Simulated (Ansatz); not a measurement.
Reaction (formal exchange of groups at a C–Ga bond): `[GaH2][CH]1CO1` + `CC#N` → `N#CCC1CO1` + `[GaH3]`

Computed with Ansatz on PBE0-D4/def2-TZVP structures; ΔE is electronic, products minus reactants. CBS: MP2 limit from def2 TZ/QZ plus the TZ coupled-cluster correction, frozen cores. This one scheme is used for every species. Functionals use def2-TZVPP. B3LYP here is the variant with VWN-RPA as its local correlation; programs differ in this. For Ga outer-core shells are correlated without core-valence functions, which leaves a few kJ/mol of doubt a bond. Scalar relativity is left out up to krypton. Each species was taken in one conformer, which may not be the lowest.

**Question.** Is it downhill or uphill in electronic energy at CCSD(T)/CBS, and by how much? (Best estimate.)

**Answer.** Computed: Uphill: ΔE = +20.2 kJ/mol.

**Question.** What do these levels give: ωB97M-V, B2PLYP, BLYP, B3LYP, CCSD(T)/def2-SVP, MP2/def2-QZVPP? (Best estimate.)

**Answer.** The calculation gave: ωB97M-V 13.4, B2PLYP 18.1, BLYP 23.4, B3LYP 18.6, CCSD(T)/def2-SVP 5.1, MP2/def2-QZVPP 20.7 kJ/mol.

Largest T1 diagnostic among the species: 0.013.

Leaving LDA and LC-ωPBE aside and taking each functional with its dispersion term where it has one, the values, not all of them listed here, spread over 14.1 kJ/mol, from B97M-V to BLYP-D4. LDA lies −8.1 kJ/mol from PBE without D4. From BLYP to BHLYP (50 % exact exchange), in def2-TZVPP and without D4, ΔE moves by −11.0 kJ/mol. In def2-TZVPP, CCSD(T) changes the Hartree–Fock value by +11.7 kJ/mol (the triples alone add +1.3 kJ/mol) and MP2 by +14.1 kJ/mol.
